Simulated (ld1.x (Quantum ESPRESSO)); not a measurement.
**Varying the ultrasoft potential for indium (In)**

Base potential:

ld1.x (Quantum ESPRESSO) 7.5 input, shortened:

```
&input
   title='In', zed=49., rel=1, dft='PBE', iswitch=3,
   config='[Kr] 4d10 5s2 5p1'
 /
 &inputp
   pseudotype=3, tm=.true., lloc=-1, rcloc=2.40,
   nlcc=.true.
 /
4
5S  1  0   2.00   0.00  2.10  2.30  0.0
5S  1  0   0.00  -0.10  2.10  2.30  0.0
5P  2  1   1.00   0.00  2.30  3.05  0.0
5P  2  1   0.00   2.00  2.30  3.05  0.0
 &test
   configts(1)='5s2 5p1'
 /
```

Cutoffs, loose and tight: the cutoffs (Ry, on a coarse ladder) from which the occupation-weighted sum of valence levels, in a spherical-Bessel basis at the reference potential, stays within 10 and 1 mRy of its value at 400 Ry. They do not see the model core or the augmentation charge, which bear on the density cutoff. Test errors are all-electron minus pseudo excitation energies from the reference, over the configurations 5s2 5p0; 5s1 5p0; 5s2 5p0.5; 5s0 5p3; 5s1 5p2; 5s2 5p1.3; 5s1 5p1. A dash means not determined; rows that change the core or the reference have their own tests.

A true bound ghost makes a file unfit for plane-wave use even where its test errors are small: the radial tests pick states by their node count and pass the ghost by.

Cutoffs are not given where the Bessel-basis levels miss the radial ones by over 6 mRy, ghosts where they miss by over 20 mRy; a channel whose overlap is not positive is not tested.

The default core radius of the base comes out at 1.96 bohr.

A file whose overlap is not positive is unfit for use, and its test errors describe a broken file.

```csv
change,outcome,"cutoff, loose","cutoff, tight",bound ghosts,largest test error (meV)
base,generated,6 Ry,8 Ry,none,-214
local potential all-electron potential smoothed inside 3.24 bohr (lloc = -1),"generated, overlap not positive",–,–,not determined (overlap not positive),-216
"wave 5s channel at -0.1 Ry: rcut 2.10, rcutus 2.30 bohr becomes 5s channel at -0.31 Ry: rcut 2.10, rcutus 2.30 bohr",generated,6 Ry,8 Ry,none,-214
"waves 5p (bound): rcut 2.30, rcutus 2.56 bohr; 5p channel at 2 Ry: rcut 2.30, rcutus 2.56 bohr",generated,6 Ry,8 Ry,none,-214
"augmentation PSQ, inside the norm-conserving radii",generated,6 Ry,8 Ry,none,-225
local potential all-electron potential smoothed inside 2.70 bohr (lloc = -2),generated,6 Ry,8 Ry,none,-214
"waves 5s (bound): rcut 2.10, rcutus 2.96 bohr; 5s channel at -0.1 Ry: rcut 2.10, rcutus 2.96 bohr",generated,6 Ry,6 Ry,none,-212
functional PBEsol,generated,6 Ry,8 Ry,none,-237
```

Problem. What comes out with this change to the base: type RRKJ; waves now 5p (bound): rc 3.05 bohr; 5s (bound): rc 2.30 bohr; local potential the s channel; rho0 0.02?

Solution. outcome: generated; cutoff, loose: 15 Ry; cutoff, tight: 25 Ry; bound ghosts: none; largest test error (meV): -204.

Problem. What comes out with this change to the base: core [Kr], valence charge 13; reference 4d10 5s2 5p1; waves now 5s (bound): rcut 2.00, rcutus 2.35 bohr; 5s channel at -0.1 Ry: rcut 2.00, rcutus 2.35 bohr; 5p (bound): rcut 2.05, rcutus 2.20 bohr; 5p channel at 2 Ry: rcut 2.05, rcutus 2.20 bohr; 4d (bound): rcut 1.60, rcutus 1.80 bohr; 4d channel at -0.9 Ry: rcut 1.60, rcutus 1.80 bohr; local potential all-electron potential smoothed inside 1.50 bohr (lloc = -1); core correction Bessel-smoothed model core inside 1.30 bohr?

Solution. outcome: generated; cutoff, loose: 35 Ry; cutoff, tight: 60 Ry; bound ghosts: s; largest test error (meV): -66 over the solved tests; test run stopped at test 6 of 7 (negative rho).

Problem. What comes out with this change to the base: core correction a·sin(br)/r model core inside 2.84 bohr?

Solution. outcome: generated; cutoff, loose: 6 Ry; cutoff, tight: 8 Ry; bound ghosts: none; largest test error (meV): -135.
